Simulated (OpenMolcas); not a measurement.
## Computed transition rates of Ni⁺

```
Program             : OpenMolcas 26.06
Method              : MS-RASPT2, IPEA 0.25 Eh, imaginary shift 0.1 Eh (closed shells correlated: 3s 3p)
Basis               : ANO-RCC-VTZP [6s5p3d2f1g]
Scalar Hamiltonian  : DKH2, point nucleus
Active space        : 9 electrons in 9 orbitals (RAS2 3d 4s; RAS3 4p, at most 2 electrons)
State averaging     : 2S+1 = 2 even, 29 roots; 2S+1 = 4 even, 10 roots kept (CI in the orbitals of an earlier block); 2S+1 = 2 odd, 21 roots; 2S+1 = 4 odd, 21 roots kept (CI in the orbitals of an earlier block)
Spin-orbit coupling : state interaction with AMFI integrals over the reference wave functions, term energies averaged over their components
```

Rates come from the transition moments of the reference wave functions (E1 and E2 in the length form). At fixed line strength A goes as λ^-3 for E1 and M1 and as λ^-5 for E2, so a rate at the computed wavelength can be rescaled to the measured one. Measured vacuum wavelengths follow from level energies in NIST Handbook of Basic Atomic Spectroscopic Data. Branching counts decays inside the model space alone, at computed energies, and the table is only a selection of the E2 and M1 lines, drawn from those between levels with measured partners whose computed energy lies within a factor of 1.5 of the measured one.

```json
{"Upper": "3d8 4s 4F 3/2", "Lower": "3d8 4s 4F 5/2", "Type": "M1", "λ computed (nm)": "18510", "λ measured (nm)": "18240", "A computed (s-1)": "1.01e-02", "A rescaled (s-1)": "1.06e-02", "Branching %": "92.2"}
{"Upper": "3d8 4s 4F 5/2", "Lower": "3d8 4s 4F 7/2", "Type": "M1", "λ computed (nm)": "13010", "λ measured (nm)": "12730", "A computed (s-1)": "2.58e-02", "A rescaled (s-1)": "2.75e-02", "Branching %": "95.5"}
{"Upper": "3d8 4s 4F 7/2", "Lower": "3d8 4s 4F 9/2", "Type": "M1", "λ computed (nm)": "11190", "λ measured (nm)": "10680", "A computed (s-1)": "2.36e-02", "A rescaled (s-1)": "2.71e-02", "Branching %": "96.9"}
{"Upper": "3d8 4s 2F 5/2", "Lower": "3d8 4s 2F 7/2", "Type": "M1", "λ computed (nm)": "7062", "λ measured (nm)": "6920", "A computed (s-1)": "4.47e-02", "A rescaled (s-1)": "4.75e-02", "Branching %": "32.3"}
{"Upper": "3d9 2D 3/2", "Lower": "3d9 2D 5/2", "Type": "M1", "λ computed (nm)": "6223", "λ measured (nm)": "6636", "A computed (s-1)": "6.75e-02", "A rescaled (s-1)": "5.57e-02", "Branching %": "100.0"}
{"Upper": "3d8 4s 2F 5/2", "Lower": "3d8 4s 4F 3/2", "Type": "M1", "λ computed (nm)": "2607", "λ measured (nm)": "2309", "A computed (s-1)": "2.47e-02", "A rescaled (s-1)": "", "Branching %": "17.9"}
{"Upper": "3d8 4s 2F 7/2", "Lower": "3d8 4s 4F 9/2", "Type": "M1", "λ computed (nm)": "2164", "λ measured (nm)": "1939", "A computed (s-1)": "7.93e-02", "A rescaled (s-1)": "", "Branching %": "54.5"}
{"Upper": "3d8 4s 2F 5/2", "Lower": "3d9 2D 3/2", "Type": "E2", "λ computed (nm)": "876.4", "λ measured (nm)": "741.4", "A computed (s-1)": "3.60e-02", "A rescaled (s-1)": "8.31e-02", "Branching %": "26.0"}
{"Upper": "3d8 4s 2F 7/2", "Lower": "3d9 2D 5/2", "Type": "E2", "λ computed (nm)": "862", "λ measured (nm)": "738", "A computed (s-1)": "4.69e-02", "A rescaled (s-1)": "1.02e-01", "Branching %": "32.3"}
{"Upper": "3d8 4s 2D 3/2", "Lower": "3d8 4s 4F 3/2", "Type": "M1", "λ computed (nm)": "787.2", "λ measured (nm)": "761.5", "A computed (s-1)": "1.97e-01", "A rescaled (s-1)": "", "Branching %": "17.8"}
{"Upper": "3d8 4s 2F 5/2", "Lower": "3d9 2D 5/2", "Type": "E2", "λ computed (nm)": "768.2", "λ measured (nm)": "666.9", "A computed (s-1)": "2.29e-02", "A rescaled (s-1)": "4.64e-02", "Branching %": "16.6"}
{"Upper": "3d8 4s 2D 3/2", "Lower": "3d8 4s 4F 5/2", "Type": "M1", "λ computed (nm)": "755.1", "λ measured (nm)": "731", "A computed (s-1)": "4.29e-01", "A rescaled (s-1)": "", "Branching %": "38.8"}
{"Upper": "3d8 4s 4P 1/2", "Lower": "3d8 4s 4F 3/2", "Type": "E2", "λ computed (nm)": "687", "λ measured (nm)": "705.6", "A computed (s-1)": "3.22e-02", "A rescaled (s-1)": "2.82e-02", "Branching %": "39.1"}
{"Upper": "3d8 4s 4P 3/2", "Lower": "3d8 4s 4F 5/2", "Type": "M1", "λ computed (nm)": "671.9", "λ measured (nm)": "681.5", "A computed (s-1)": "4.34e-02", "A rescaled (s-1)": "", "Branching %": "20.7"}
{"Upper": "3d8 4s 4P 1/2", "Lower": "3d8 4s 4F 5/2", "Type": "E2", "λ computed (nm)": "662.4", "λ measured (nm)": "679.3", "A computed (s-1)": "2.60e-02", "A rescaled (s-1)": "2.29e-02", "Branching %": "31.5"}
{"Upper": "3d8 4s 4P 3/2", "Lower": "3d8 4s 4F 7/2", "Type": "E2", "λ computed (nm)": "638.9", "λ measured (nm)": "646.9", "A computed (s-1)": "3.60e-02", "A rescaled (s-1)": "3.38e-02", "Branching %": "17.2"}
{"Upper": "3d8 4s 2D 3/2", "Lower": "3d9 2D 3/2", "Type": "E2", "λ computed (nm)": "493.2", "λ measured (nm)": "448.6", "A computed (s-1)": "1.44e-01", "A rescaled (s-1)": "2.31e-01", "Branching %": "13.0"}
{"Upper": "3d8 4s 2D 3/2", "Lower": "3d9 2D 5/2", "Type": "E2", "λ computed (nm)": "456.9", "λ measured (nm)": "420.2", "A computed (s-1)": "2.63e-01", "A rescaled (s-1)": "4.00e-01", "Branching %": "23.8"}
{"Upper": "3d8 4s 2G 9/2", "Lower": "3d8 4s 4F 9/2", "Type": "M1", "λ computed (nm)": "413.4", "λ measured (nm)": "414.8", "A computed (s-1)": "3.35e-01", "A rescaled (s-1)": "", "Branching %": "11.8"}
{"Upper": "3d8 4s 2P 3/2", "Lower": "3d9 2D 3/2", "Type": "E2", "λ computed (nm)": "385.5", "λ measured (nm)": "362.8", "A computed (s-1)": "1.14e+00", "A rescaled (s-1)": "1.54e+00", "Branching %": "29.4"}
{"Upper": "3d8 4s 2P 1/2", "Lower": "3d9 2D 3/2", "Type": "E2", "λ computed (nm)": "378", "λ measured (nm)": "356", "A computed (s-1)": "1.99e+00", "A rescaled (s-1)": "2.69e+00", "Branching %": "50.8"}
{"Upper": "3d8 4s 2P 3/2", "Lower": "3d9 2D 5/2", "Type": "E2", "λ computed (nm)": "363", "λ measured (nm)": "344", "A computed (s-1)": "2.44e+00", "A rescaled (s-1)": "3.19e+00", "Branching %": "62.9"}
{"Upper": "3d8 4s 2P 1/2", "Lower": "3d9 2D 5/2", "Type": "E2", "λ computed (nm)": "356.4", "λ measured (nm)": "337.9", "A computed (s-1)": "1.76e+00", "A rescaled (s-1)": "2.30e+00", "Branching %": "44.9"}
{"Upper": "3d8 4s 2G 7/2", "Lower": "3d9 2D 3/2", "Type": "E2", "λ computed (nm)": "338.3", "λ measured (nm)": "322.4", "A computed (s-1)": "1.65e+00", "A rescaled (s-1)": "2.10e+00", "Branching %": "72.2"}
{"Upper": "3d8 4s 2G 9/2", "Lower": "3d9 2D 5/2", "Type": "E2", "λ computed (nm)": "320.8", "λ measured (nm)": "307.7", "A computed (s-1)": "2.32e+00", "A rescaled (s-1)": "2.86e+00", "Branching %": "82.2"}
```

Spin-changing lines and M1 lines between different terms are not rescaled, since their strength hangs on the term gaps too.

The largest correction is for 3d8 4s 2F 5/2 → 3d9 2D 3/2 (E2): 3.60e-02 × (876.4 / 741.4)^5 = 8.31e-02 s-1, a factor of 2.31.

The computed rate and branching of 3d9 2D 3/2 → 3d9 2D 5/2 give the upper level a radiative lifetime of 1.000 / 6.75e-02 s-1 = 1.48e+01 s, counting decays inside the model space alone. The rescaled rate gives about 1.8e+01 s.

These are rates of the free ion; in crystals, glasses and complexes forced electric-dipole and non-radiative decay shorten such lifetimes by orders of magnitude. No measured rate stands beside these. Rescaling mends the energy factor alone: line strengths can still be far off where a level mixes with configurations outside the active space, and weak or spin-changing lines hang on small mixing coefficients that depend on the term gaps too, so rescaling need not improve them.

Term energies are means over components that CASPT2 splits; among the terms shown or strongly mixed into the levels shown the widest spread is 1500 cm-1 (3d8 4s 2F). Some levels mix across a computed gap that differs much from the measured one, so their mixing is not that of the real levels. Terms from blocks run as CI alone lack orbitals of their own. A single d shell beside an s shell can misplace configurations of different d count against each other. Computed and measured levels are paired by configuration, term and J; levels that our copy of the source lacks, or whose pairing is in doubt (as where it misses far off the trend of its configuration), stay unpaired. Only configurations of the active space appear.
